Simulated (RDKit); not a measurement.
Input file for RDKit: UFF on C4H10O (SMILES CC(C)CO).

```python
from rdkit import Chem
from rdkit.Chem import AllChem, rdDetermineBonds

blocks = [
'''15

C    -1.21828635   -0.91564839   -0.26228531
C    -0.35000724    0.16106630    0.39040856
C    -0.32990552    1.44525846   -0.44005841
C     1.06009614   -0.34904279    0.66243743
O     1.68603418   -0.67777777   -0.57735481
H    -1.26287035   -1.81620040    0.35450793
H    -0.81590312   -1.19552885   -1.23640622
H    -2.23869988   -0.55534071   -0.40595346
H    -0.77457001    0.39488561    1.37395326
H     0.25802224    2.22471169    0.05005196
H     0.10831397    1.26138794   -1.42154200
H    -1.34186194    1.82815530   -0.58510406
H     1.01036034   -1.23263536    1.31149792
H     1.63422577    0.42548542    1.18680632
H     2.57505175   -0.99877645   -0.40095913
''',
]
mol = None
for b in blocks:
    f = Chem.MolFromXYZBlock(b)
    rdDetermineBonds.DetermineBonds(f, charge=0)
    mol = f if mol is None else Chem.CombineMols(mol, f)
Chem.SanitizeMol(mol)
print(Chem.MolToSmiles(Chem.RemoveHs(mol)))
ff = AllChem.UFFGetMoleculeForceField(mol, vdwThresh=100.0, ignoreInterfragInteractions=False)
e = ff.CalcEnergy()
print(f'UFF energy {e:.6f} kcal/mol')
```

Program output:

```
CC(C)CO
UFF energy 6.954934 kcal/mol
```

The run finished.

Cost: very roughly 0.03 core-seconds.
